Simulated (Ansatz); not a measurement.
The same path of F3H2NZr + H2 (9 atoms, charge 0, multiplicity 1) was run twice with different band settings. Lost on the way: H8–H9. Made: Zr1–H8, N2–H9.

The calculation used RKS PBE/def2-SVP in Ansatz.

Relaxed end points:

```xyz
9
Properties=species:S:1:pos:R:3
Zr 0.211 0.019 0.189
N 0.325 -0.017 2.215
H -0.463 -0.053 2.872
H 1.197 0.004 2.759
F 2.021 -0.026 -0.435
F -0.683 1.621 -0.393
F -0.810 -1.489 -0.435
H -2.681 -0.398 1.115
H -2.713 0.350 1.288
```

```xyz
9
Properties=species:S:1:pos:R:3
Zr -0.365 0.255 -0.079
N -0.376 -0.363 2.285
H 0.204 -1.183 2.517
H -0.041 0.411 2.876
F 1.480 0.628 0.330
F -0.600 0.983 -1.840
F -0.971 -1.565 -0.253
H -1.599 1.420 0.732
H -1.330 -0.575 2.608
```

Common settings: movable images 7; climbing image yes; optimiser quadratic models (default); start path through a guess of the saddle point; force threshold 0.03 eV/Å; iteration limit 60; end points relaxed.

| run | spring |
| --- | --- |
| 1 | 5.0 eV/Å² |
| 2 | 50.0 eV/Å² |

Q: What does each run give, and how far can it be trusted?

A: Run 1: converged after 31 iterations, highest image 0.851 eV above the first end. A vibrational analysis at the climbing image gives one clearly imaginary mode, 1066i cm⁻¹: a first-order saddle point.
Run 2: converged after 31 iterations, highest image 0.850 eV above the first end. Another band between the same ends (7 images) ends at a top of the same energy, where a vibrational analysis finds 1 clearly imaginary mode.
The orbitals stay closed-shell, which can raise the energy where a bond breaks towards radicals; this wasn't checked here.
